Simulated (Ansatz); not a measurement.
Basis-set extrapolation for `BCCS` (PBE0-D4/def2-TZVP geometry, frozen core, Ansatz). Multiplicity 1, RHF reference.

```
                      def2-TZVPP   def2-QZVPP
                 HF  -502.053975  -502.070528
    MP2 correlation    -0.629942    -0.674076
CCSD(T) correlation    -0.712179      not run
```

Energies in hartree. Use E(X) = E(∞) + A·exp(−7.88·√X) for Hartree–Fock and E(X) = E(∞) + B·X^(−2.97) for correlation, with X = 3 and 4, and add CCSD(T) minus MP2 of the smaller set to the MP2 limit.

Question: What is the CCSD(T) energy at the basis-set limit?

Answer: HF limit: -502.070528 + (-0.016553) × 0.13774 = -502.07281. MP2 limit: -0.674076 + (-0.044134) × 0.74074 = -0.70677. Higher-order term: -0.712179 − (-0.629942) = -0.08224. Total: -502.86182 hartree, 251.2 kJ/mol below CCSD(T)/def2-TZVPP.
